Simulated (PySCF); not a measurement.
Polarisability and C₆ of Au⁻ (gold, charge -1)

[Xe] 4f14 5d10 6s2, closed-shell 1S. Calculation: PySCF 2.14, in aug-cc-pVDZ-PP with ECP60MDF (5s5p4d2f, 54 functions); a scalar-relativistic core potential. Coupled (time-dependent) response in atomic units; α is the mean over directions. A double-zeta set is small for polarisabilities.

```
method  mean α (bohr³)  C₆ (like pair)  S(−4)
   UHF           193.5            2818  26360
  PBE0           121.0            1481  10650
```

S(−4) is the Cauchy moment in α(ω) = α(0) + S(−4) ω² + …

α(iu) at UHF:

| u (hartree) | α(iu) (bohr³) |
| --- | --- |
| 0 | 193.5 |
| 0.0500 | 146.7 |
| 0.100 | 91.66 |
| 0.200 | 44.16 |
| 0.300 | 27.06 |
| 0.500 | 14.62 |
| 0.750 | 9.304 |
| 1.00 | 6.838 |
| 1.50 | 4.329 |
| 2.00 | 3.001 |
| 3.00 | 1.663 |
| 5.00 | 0.7090 |

A single London oscillator, α(iu) = α/(1 + u²/ω²), gives C₆ = (3/4) ω α². Matching the computed C₆ needs ω = 4 × 2818 / (3 × 193.5²) = 0.100 hartree.

For an ion, C₆ is the dispersion term alone; charge-induced terms of lower order in 1/R come first.

Energies and moments cover only the electrons outside the core potential. Spin-orbit coupling, which splits the p, d and f shells strongly at this Z, is absent.
